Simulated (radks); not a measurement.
Problem. Numerical settings for neutral cadmium, [Kr] 4d10 5s2. Calculated with a radial shooting solver on a logarithmic mesh with Libxc functionals: Dirac Kohn-Sham, BLYP, spin-unpolarised, spherical densities, finite nucleus; Fermi nuclear charge, rms radius 4.6087 fm. The defaults (mesh step 0.008 in ln r, mesh end at 40 bohr or more with all orbitals vanishing there, Anderson mixing 0.5 over 9 steps, residual threshold near 1e-9 with the energy settled to 1e-9 hartree or 1e-11 of itself, here a cap of 83 iterations) give E = -5596.5080 hartree and 5s1/2 at -5.650 eV in 16 iterations. Run on one thread of a shared host, so times are rough (Arm Neoverse V2): 0.11 s of CPU time, 0.11 s wall, 16 iterations on 2437 mesh points. One setting is changed at a time: mesh step in ln r 0.003; mesh step in ln r 0.005; mesh step in ln r 0.05; mesh end (bohr) 3; mesh end (bohr) 12; residual threshold 1e-13; residual threshold 0.01; mixing 0.05; linear mixing, mixing 1; linear mixing, mixing 0.8; mixing history 2; iteration cap 2. Which runs fail to converge, and which converge to a wrong energy?

Solution. Not converged within the cap: residual threshold 1e-13; linear mixing, mixing 1; linear mixing, mixing 0.8; iteration cap 2. Settled on a wrong energy, with an occupied level pushed above zero by the early mesh end: mesh end (bohr) 3 (+1.63 hartree). Apart from these: no run marked as converged misses the energy by more than 1 mhartree.
